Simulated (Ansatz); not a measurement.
Gas-phase electronic energies from Ansatz, PBE0-D4/def2-TZVP geometries. CCSD(T)/CBS adds triple-zeta CCSD(T) − MP2 to the extrapolated MP2 energy (def2 sets, frozen cores). This one scheme is used for every species. Functionals use def2-TZVPP. For Ge outer-core shells are correlated without core-valence functions, which leaves a few kJ/mol of doubt a bond. Scalar relativity is left out up to krypton. One conformer a species, not always the lowest.

Consider the ligand exchange at a Ge–S bond: `C[O][Ge][SH]` + H–F → `C[O][Ge][F]` + H₂S.

```tsv
species	BHLYP-D4 energy (Eh)
`C[O][Ge][SH]`	-2590.95447
H–F	-100.45188
`C[O][Ge][F]`	-2292.01988
H₂S	-399.40149
```

**Question.** Work out ΔE.

**Answer.** ΔE = (-2292.01988) + (-399.40149) − (-2590.95447) − (-100.45188) = -0.01502 Eh = -39.4 kJ/mol. CCSD(T)/CBS gives -32.0 kJ/mol.

**Question.** What do rigid-rotor, harmonic-oscillator terms from PBE0-D4/def2-TZVP frequencies (298.15 K, 1 bar) make of the CCSD(T)/CBS value? (An estimate is asked.)

**Answer.** Ansatz gave: ΔZPE = -4.2 kJ/mol, ΔH = -37.0 kJ/mol, ΔS = 15 J/(mol·K), ΔG = -41.5 kJ/mol.

Largest T1 diagnostic among the species: 0.015.

The D4 term adds +9.3 kJ/mol with B3LYP and +4.9 kJ/mol with PBE0; it sums over pairs of atoms, weighted by their polarisabilities, and B3LYP, whose exchange is more repulsive, gets the larger term. At CCSD(T), def2-SVP lies −18.9 kJ/mol from the extrapolated value and def2-TZVPP −3.2 kJ/mol. Leaving LDA and LC-ωPBE aside and taking each functional with its dispersion term where it has one, the values, not all of them listed here, spread over 24.5 kJ/mol, from CAM-B3LYP-D4 to revPBE-D4. LDA lies +6.1 kJ/mol from PBE without D4.

B3LYP here is the variant with VWN-RPA as its local correlation; programs differ in this.
